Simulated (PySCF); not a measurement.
Gas-phase reaction: 4 Sb + 3 C4H10 (n-butane) + 3 H2 → 4 Sb(CH3)3, at 1400 K and a standard pressure of 1 bar. Level: r2SCAN/def2-TZVP†.

Method: PySCF energies plus ideal-gas RRHO corrections (1 bar). S°(298 K) at PBE0/def2-TZVP differs from the NASA 1993 table for C4H10 (n-butane) (-9 J/mol/K); whether the harmonic model or the table's entry is off was not settled. † marks an energy on the PBE0/def2-TZVP geometry and frequencies. Open shells (unrestricted): Sb (multiplicity 4); the rest are closed-shell singlets. Sb: scalar-relativistic def2 core potential, no spin-orbit coupling. The harmonic model lacks anharmonicity and excited electronic states, which grow with temperature; levels with a mode under 35 cm⁻¹ are left out. Internal rotation in C4H10 (n-butane) is treated as a harmonic vibration of one conformer, which makes the entropy rough. Soft modes under 120 cm⁻¹ make the harmonic entropy rough for Sb(CH3)3.

| species | E (Ha) | H(1400 K) − E (kJ/mol) | S°(1400 K) (J/mol/K) |
|---|---|---|---|
| Sb | -240.31017 | 29.1 | 212.4 |
| C4H10 (n-butane) | -158.40160 | 582.7 | 572.0 |
| H2 | -1.17106 | 67.7 | 175.9 |
| Sb(CH3)3 | -360.04689 | 529.9 | 642.8 |
E: electronic energy; H − E holds the zero-point and thermal terms. 1 Ha = 2625.5 kJ/mol.

Work out ΔH°, ΔS°, ΔG° and log10 K from these numbers.

1. ΔE = 4×(-360.04689) − 4×(-240.31017) − 3×(-158.40160) − 3×(-1.17106) = -0.22890 Ha = -601.0 kJ.
2. Δ(H − E) = 4×(529.9) − 4×(29.1) − 3×(582.7) − 3×(67.7) = 52.0 kJ, so ΔH° = -549.0 kJ.
3. ΔS° = 4×(642.8) − 4×(212.4) − 3×(572.0) − 3×(175.9) = -522.1 J/K; the number of gas molecules changes by -6.
4. ΔG° = ΔH° − TΔS° = -549.0 − 1400×(-522.1)/1000 = 181.9 kJ.
5. log10 K = −ΔG°/(RT ln 10) = -6.79, with RT ln 10 = 26.80 kJ/mol; at standard pressures the reactants are favoured.
6. A shift of 10 kJ in ΔE would move log10 K by 0.37 here.
For scale, ΔH°(298 K) is -591 kJ at this level, -592 kJ at ωB97M-V/def2-TZVP†, and runs from -890 to 60 kJ over the 16 levels computed.
